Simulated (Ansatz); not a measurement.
In₁₂As₁₂H₃₀⁺, a nanocrystal cut from wurtzite InAs (hydrogen-capped): single points at one geometry.

```yaml
crystal:
  periodic: [false, false, false]
  atoms:
    - {symbol: In, position_ang: [-0.002949, -5.168148, -0.196038]}
    - {symbol: As, position_ang: [0.003441, -4.856675, 2.548290]}
    - {symbol: In, position_ang: [0.002156, -2.785244, -3.379600]}
    - {symbol: As, position_ang: [-2.022014, -1.169812, -4.213465]}
    - {symbol: As, position_ang: [-0.000511, -2.529170, -0.770134]}
    - {symbol: In, position_ang: [-2.264951, -1.307830, -0.075179]}
    - {symbol: In, position_ang: [0.002697, -2.469404, 3.781821]}
    - {symbol: As, position_ang: [-2.025961, -1.173272, 2.622073]}
    - {symbol: In, position_ang: [-2.413948, 1.389469, -3.379621]}
    - {symbol: As, position_ang: [-2.186323, 1.263065, -0.770608]}
    - {symbol: In, position_ang: [-4.468117, 2.586305, -0.195096]}
    - {symbol: In, position_ang: [-2.135540, 1.230664, 3.783312]}
    - {symbol: As, position_ang: [-4.201634, 2.425835, 2.549880]}
    - {symbol: As, position_ang: [2.024220, -1.167241, -4.213218]}
    - {symbol: In, position_ang: [2.264436, -1.309563, -0.075870]}
    - {symbol: As, position_ang: [2.028965, -1.170468, 2.621730]}
    - {symbol: In, position_ang: [2.407598, 1.394499, -3.382611]}
    - {symbol: As, position_ang: [-0.004715, 2.335994, -4.215870]}
    - {symbol: As, position_ang: [2.190609, 1.261872, -0.772596]}
    - {symbol: In, position_ang: [0.002945, 2.613669, -0.075707]}
    - {symbol: In, position_ang: [2.138464, 1.234185, 3.782378]}
    - {symbol: As, position_ang: [0.000640, 2.338925, 2.622241]}
    - {symbol: In, position_ang: [4.472686, 2.586486, -0.199063]}
    - {symbol: As, position_ang: [4.205218, 2.425511, 2.545728]}
    - {symbol: H, position_ang: [-1.573959, -5.824317, -0.553918]}
    - {symbol: H, position_ang: [1.564037, -5.830197, -0.560503]}
    - {symbol: H, position_ang: [-1.126981, -5.649084, 3.204703]}
    - {symbol: H, position_ang: [1.141990, -5.643916, 3.196815]}
    - {symbol: H, position_ang: [0.002879, -4.293668, -4.248728]}
    - {symbol: H, position_ang: [-3.302352, -1.909147, -3.835049]}
    - {symbol: H, position_ang: [-2.207021, -1.276182, -5.728125]}
    - {symbol: H, position_ang: [-3.714720, -2.144375, -0.577023]}
    - {symbol: H, position_ang: [0.001964, -2.519604, 5.521580]}
    - {symbol: H, position_ang: [-3.258412, -1.885786, 3.184899]}
    - {symbol: H, position_ang: [-3.724803, 2.141635, -4.243789]}
    - {symbol: H, position_ang: [-5.826466, 1.562511, -0.560216]}
    - {symbol: H, position_ang: [-4.250293, 4.275676, -0.549241]}
    - {symbol: H, position_ang: [-2.176459, 1.254293, 5.523157]}
    - {symbol: H, position_ang: [-5.453619, 1.839503, 3.202066]}
    - {symbol: H, position_ang: [-4.316808, 3.803293, 3.202526]}
    - {symbol: H, position_ang: [2.213362, -1.278968, -5.726964]}
    - {symbol: H, position_ang: [3.305058, -1.902743, -3.828971]}
    - {symbol: H, position_ang: [3.714388, -2.146631, -0.576534]}
    - {symbol: H, position_ang: [3.262406, -1.882599, 3.183004]}
    - {symbol: H, position_ang: [3.712816, 2.152433, -4.250322]}
    - {symbol: H, position_ang: [-0.003870, 2.544765, -5.731158]}
    - {symbol: H, position_ang: [-0.004870, 3.815753, -3.842414]}
    - {symbol: H, position_ang: [0.001969, 4.288501, -0.574149]}
    - {symbol: H, position_ang: [2.183484, 1.258044, 5.522075]}
    - {symbol: H, position_ang: [-0.000290, 3.762472, 3.185277]}
    - {symbol: H, position_ang: [5.833138, 1.565137, -0.563102]}
    - {symbol: H, position_ang: [4.250518, 4.275038, -0.554670]}
    - {symbol: H, position_ang: [5.455446, 1.832847, 3.195476]}
    - {symbol: H, position_ang: [4.327259, 3.801366, 3.200522]}
basis:
  gaussian: {orbitals: def2-SVP, fitting: {mean_field: def2-universal-jkfit}}
total_charge: 1
magnetization: {spin_polarized: true, initial_magnetization: 1}
hamiltonian: {xc: pbe0, dispersion: d4}
scf: {omitted_lower_state_checks: [starts]}
output: {orbitals: {seedname: orbitals}}
```

The file start.molden holds the orbitals of an earlier run on this structure, at another level or in another basis.

```sh
$ ansatz run in.yaml --threads 11 --pin off --events-out ev --progress --plain --max-ram 174080MiB --backend cuda --devices 0, --max-vram 75GiB
```

It prints (some lines left out):

```
Functional definition: PBE0
6348 factors; integrals over basis functions are off by at most 3.4e-1 eV
mean field evaluation 1: about -792493.9226 eV, gradient 3.1e1 eV
mean field evaluation 2: about -792489.6462 eV, gradient 3.8e1 eV
mean field evaluation 4: about -792499.0512 eV, gradient 9.3e0 eV
mean field evaluation 8: about -792499.8581 eV, gradient 8.6e-1 eV
mean field evaluation 16: about -792499.8926 eV, gradient 1.1e-2 eV
mean field evaluation 32: about -792499.8912 eV, gradient 4.6e-1 eV
mean field -792499.89349506 eV, -29123.8339102222 hartree, gradient 2.9e-6 eV, S^2 0.755504; 0 other end points of the search recorded, 0 dependent functions left out
reference -792499.89360852 eV, -29123.8339143920 hartree; 339, 338 occupied and 507, 508 virtual orbitals, 6348 factors
Total energy: -792503.84366209 eV, -29123.9790761832 hartree
Checks for a lower state left out: starts
```

It took 89 s on 11 threads of AMD EPYC 7R13 on a shared host and a whole NVIDIA H100 80GB HBM3, peak host memory 1.7 GiB.

First input, but with `gaussian: {orbitals: def2-SVP, fitting: {mean_field: def2-universal-jkfit}, initial_orbitals: start.molden}`, `hamiltonian: {xc: pbe, dispersion: d4}` (abridged; 17 s):

```
Functional definition: PBE
mean field evaluation 16: about -792477.1624 eV, gradient 1.7e-5 eV
mean field -792477.16242924 eV, -29122.9985589611 hartree, gradient 2.4e-6 eV, S^2 0.751206
Total energy: -792481.43109848 eV, -29123.1554296621 hartree
Checks for a lower state left out: starts
```

Geometry: PBE-D4/def2-SVP, that of the neutral singlet.

In the def2 sets In takes a core potential; there is no spin–orbit coupling. Single mean-field runs in def2-SVP are fitted with def2-universal-jkfit. At PBE-D4/def2-SVP an occupied level lies above an empty one. At PBE-D4/def2-SVP the gap within one spin of the charge 1 doublet nearly closes, so an electron or hole may be smeared out by delocalisation error.
